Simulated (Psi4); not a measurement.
Cl4Sn (SMILES [Cl][Sn]([Cl])([Cl])[Cl]), singlet, geometry from GFN2-xTB (such geometries of metal compounds can be far from the true shape) (all electrons, no relativity), with bond 5-2 at 3.0 times its length; HF/STO-3G (Psi4).

Input for Psi4:
```
memory 2 GB

molecule {
0 1
Cl   -1.80032643   -0.84416493   -1.18851803
Sn    0.00000000    0.00000000   -0.00000000
Cl   -0.31676548    2.26357933    0.37713794
Cl    1.94528107   -0.31513236   -1.21775939
Cl    0.51543252   -3.31284612    6.08741841
}

set {
  basis sto-3g
  reference uhf
  scf_type pk
  stability_analysis follow
}

energy('scf')
print_variables()
```

Output, abridged:

```
   => Loading Basis Set <=

    Name: STO-3G
    Role: ORBITAL
    Keyword: BASIS

         ---------------------------------------------------------
                                   SCF
               by Justin Turney, Rob Parrish, Andy Simmonett
                          and Daniel G. A. Smith
                              UHF Reference
         ---------------------------------------------------------

  ==> Geometry <==

    Molecular point group: c1
    Full point group: C1

    Geometry (in Angstrom), charge = 0, multiplicity = 1:

       Center              X                  Y                   Z               Mass
    ------------   -----------------  -----------------  -----------------  -----------------
         CL          -1.846581593396    -0.546868518461    -1.734805898140    34.968852682000
         SN          -0.046255163396     0.297296411539    -0.546287868140   119.902201630000
         CL          -0.363020643396     2.560875741539    -0.169149928140    34.968852682000
         CL           1.899025906604    -0.017835948461    -1.764047258140    34.968852682000
         CL           0.469177356604    -3.015549708461     5.541130541860    34.968852682000

  Running in c1 symmetry.

  Rotational constants: A =      0.03369  B =      0.00887  C =      0.00887 [cm^-1]
  Rotational constants: A =   1009.91981  B =    265.90245  C =    265.90245 [MHz]
  Nuclear repulsion =  825.684747331814947

  Charge       = 0
  Multiplicity = 1
  Electrons    = 118
  Nalpha       = 59
  Nbeta        = 59

  ==> Algorithm <==

  SCF Algorithm Type is PK.
  DIIS enabled.
  MOM disabled.
  Fractional occupation disabled.
  Guess Type is SAD.
  Energy threshold   = 1.00e-06
  Density threshold  = 1.00e-06
  Integral threshold = 1.00e-12

  ==> Primary Basis <==

  Basis Set: STO-3G
    Blend: STO-3G
    Number of shells: 31
    Number of basis functions: 63
    Number of Cartesian functions: 65
    Spherical Harmonics?: true
    Max angular momentum: 2

  ==> Integral Setup <==

  Using in-core PK algorithm.
   Calculation information:
      Number of atoms:                   5
      Number of AO shells:              31
      Number of primitives:             93
      Number of atomic orbitals:        65
      Number of basis functions:        63

      Integral cutoff                 1.00e-12
      Number of threads:                 1

  Performing in-core PK
  Using 4066272 doubles for integral storage.
  We computed 41259 shell quartets total.
[...]
   @UHF iter  89: -7781.25505545238684   -3.03714e-03   2.34570e-03 ADIIS/DIIS
   @UHF iter  90: -7781.25791971573290   -2.86426e-03   2.29511e-03 ADIIS/DIIS
   @UHF iter  91: -7781.25570812306614    2.21159e-03   2.39141e-03 ADIIS/DIIS
   @UHF iter  92: -7781.25672566121830   -1.01754e-03   2.37108e-03 ADIIS/DIIS
   @UHF iter  93: -7781.26123483356241   -4.50917e-03   2.37113e-03 ADIIS/DIIS
   @UHF iter  94: -7781.25595177942887    5.28305e-03   2.38397e-03 ADIIS/DIIS
   @UHF iter  95: -7781.25339080181220    2.56098e-03   2.26758e-03 ADIIS/DIIS
   @UHF iter  96: -7781.52683147236257   -2.73441e-01   9.45224e-04 ADIIS/DIIS
   @UHF iter  97: -7781.52832007982488   -1.48861e-03   8.00620e-04 ADIIS/DIIS
   @UHF iter  98: -7781.27272950717997    2.55591e-01   2.31767e-03 ADIIS/DIIS
   @UHF iter  99: -7781.28147769970838   -8.74819e-03   2.61283e-03 ADIIS/DIIS
   @UHF iter 100: -7781.26584711420765    1.56306e-02   2.06301e-03 ADIIS/DIIS

PsiException: Could not converge SCF iterations in 100 iterations.

  Failed to converge.

Traceback (most recent call last):
  File "psi4", line 375, in <module>
  File "<string>", line 28, in <module>
  File "site-packages/psi4/driver/driver.py", line 533, in energy
  File "site-packages/psi4/driver/procrouting/proc.py", line 2760, in run_scf
  File "site-packages/psi4/driver/procrouting/proc.py", line 2047, in scf_helper
  File "site-packages/psi4/driver/procrouting/scf_proc/scf_iterator.py", line 93, in scf_compute_energy
  File "site-packages/psi4/driver/procrouting/scf_proc/scf_iterator.py", line 86, in scf_compute_energy
  File "site-packages/psi4/driver/procrouting/scf_proc/scf_iterator.py", line 609, in scf_iterate

psi4.driver.p4util.exceptions.SCFConvergenceError: Could not converge SCF iterations in 100 iterations.

Printing out the relevant lines from the Psithon --> Python processed input file:
    core.IO.set_default_namespace("")
    core.set_global_option("BASIS", "sto-3g")
    core.set_global_option("REFERENCE", "uhf")
    core.set_global_option("SCF_TYPE", "pk")
    core.set_global_option("STABILITY_ANALYSIS", "follow")
--> energy('scf')
    print_variables()

!-------------------------------------------------------!
!                                                       !
!  Could not converge SCF iterations in 100 iterations. !
!                                                       !
!-------------------------------------------------------!
```

The run did not converge; its last values are not results.
